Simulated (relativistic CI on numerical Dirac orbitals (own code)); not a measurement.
Computed by Dirac-Coulomb-Breit CI, orbitals from a KLI potential per configuration, model QED, unscaled Slater integrals (own radial code, finite nucleus).

The strongest absorption lines from the ground level of an ion, among the configurations computed and to levels below about 215 eV (vacuum wavelength in nm, gf): 6.1965 (0.35), 6.2082 (0.58), 6.2794 (0.29), 8.9073 (0.43), 10.614 (6.3), 10.677 (2.2), 10.969 (11), 10.992 (2.9).

Question: Which ion is it?
A. Cs18+
B. I16+
C. I18+
D. In12+

Answer: B. I16+ has 37 electrons and the ground level 4s2.4p6.4d 2D_3/2; the strongest line goes to 4s2.4p5.4d2 2F°_5/2. The pattern of lines fixes the number of electrons, and along that sequence the line energies rise steadily with the charge (about as its square where n changes within one kind of shell, about linearly where n is kept but much faster in heavy ions where fine structure, which grows about as Z⁴, sets the gap, and irregularly where shells cross), which fixes Z. Configurations outside the model, such as inner-shell arrays, can give stronger lines. At this charge energies of transitions that change n are usually good to better than 1 %, and those within a shell (Δn = 0) to a few per cent.

LS names give the leading component of a level, which can be under half, so a name can repeat, a term be missing and a line seem to break the LS rules.
